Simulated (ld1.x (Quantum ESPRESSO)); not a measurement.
## Br: excitation energies, all-electron against TM semilocal

Br (Z = 35), norm-conserving Troullier–Martins (semilocal form), made with ld1.x (Quantum ESPRESSO) 7.5 (PBEsol, scalar-relativistic). Core [Ar] 3d10, reference 4s2 4p5. Waves: 4s (bound): rc 1.20 bohr; 4p (bound): rc 1.80 bohr; 4d channel at 0.35 Ry: rc 1.95 bohr. Local part: the d channel. Core correction: Bessel-smoothed model core inside 0.95 bohr.

Energies are relative to the spin-unpolarised reference configuration 4s2 4p5; without spin polarisation the order of configurations can differ from experiment.

| valence configuration | charge | ΔE all-electron (eV) | error AE − PS (meV) |
| --- | --- | --- | --- |
| 4s2 4p4 | +1 | 12.553 | -1.0 |
| 4s2 4p3 | +2 | 35.325 | -2.1 |
| 4s2 4p2 | +3 | 69.334 | -11 |
| 4s2 4p1 | +4 | 115.399 | -48 |
| 4s1 4p6 | 0 | 12.376 | -6.0 |
| 4s2 4p5.3 | -0.3 | -1.962 | +0.4 |
| 4s1 4p5 | +1 | 25.561 | -6.5 |

Levels in the configuration 4s2 4p3:

| level | all-electron (eV) | pseudo (eV) |
| --- | --- | --- |
| 4s | -41.859 | -41.858 |
| 4p | -28.243 | -28.242 |
